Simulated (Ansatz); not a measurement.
`N[SiH](F)[Si](N)(Cl)Cl`. The species carries charge 0 and has multiplicity 1.

Z-matrix (Å, degrees):
```
Si
F 1 1.613
Si 1 2.336 2 104.4
N 1 1.690 2 115.1 3 -117.7
H 1 1.481 2 105.6 3 122.5
N 3 1.693 1 110.8 2 32.5
Cl 3 2.051 1 112.8 2 152.9
Cl 3 2.079 1 106.2 2 -92.2
H 4 1.006 1 123.4 2 -83.2
H 4 1.007 1 121.9 2 80.6
H 6 1.007 3 122.2 1 168.4
H 6 1.008 3 119.5 1 -40.6
```

(1) Give the diagnostics of a CCSD(T)/def2-TZVPP run (frozen core, the Gaussian-basis code of Ansatz). (Best estimate.)

Results:

(1) Ansatz gave: T1 = 0.0109, largest single amplitude 0.013, largest double 0.018, (T) share of the correlation energy 3.8 %, 9 CCSD cycles. The RHF solution is stable towards an unrestricted one. T1 lies under the customary mark of 0.02 for closed shells.
